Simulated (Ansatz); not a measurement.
Computed with Ansatz on PBE0-D4/def2-TZVP structures; ΔE is electronic, products minus reactants. CCSD(T)/CBS is the MP2 limit (def2-TZVPP, def2-QZVPP) plus CCSD(T) − MP2 in def2-TZVPP, frozen cores. DFT in def2-TZVPP. def2 core potentials past Kr. For Nb outer-core shells are correlated without core-valence functions, which leaves a few kJ/mol of doubt a bond. One conformer a species, not always the lowest.

Consider the isomerisation: `[NH]=[Nb]([OH])([OH])[Cl]` → `[NH2][Nb](=[O])([OH])[Cl]`.

```tsv
level	ΔE (kcal/mol)
B97M-V	-20.5
ωB97X-V	-20.3
PBE-QIDH	-20.1
revPBE	-20.8
CCSD(T)/def2-SVP	-20.3
CCSD(T)/def2-TZVPP	-19.3
MP2/def2-QZVPP	-20.0
MP2/CBS(def2)	-19.7
```

What does CCSD(T)/CBS give? (Best estimate.)

Computed: -18.4 kcal/mol. The listed levels differ from it by -2.1, -1.9, -1.7, -2.4, -1.9, -0.9, -1.6, -1.3 kcal/mol.

What do rigid-rotor, harmonic-oscillator terms from PBE0-D4/def2-TZVP frequencies (298.15 K, 1 bar) make of the CCSD(T)/CBS value? (An estimate is asked.)

Ansatz gave: ΔZPE = +1.4 kcal/mol, ΔH = -17.3 kcal/mol, ΔS = -6 J/(mol·K), ΔG = -16.8 kcal/mol.

Largest T1 diagnostic among the species: 0.022, so the coupled-cluster value is less sure than usual.

From r2SCAN to r2SCAN0 (25 % exact exchange), in def2-TZVPP and without D4, ΔE moves by +1.1 kcal/mol. Leaving LDA and LC-ωPBE aside and taking each functional with its dispersion term where it has one, the values, not all of them listed here, spread over 2.3 kcal/mol, from revPBE-D4 to BHLYP-D4. LDA lies +1.1 kcal/mol from PBE without D4. In def2-TZVPP, CCSD(T) changes the Hartree–Fock value by −1.8 kcal/mol (the triples alone add −0.6 kcal/mol) and MP2 by −3.1 kcal/mol.

CCSD(T)/CBS has its own doubt, a few kJ/mol and more with outer-core shells, so smaller differences from it don't rank the levels.
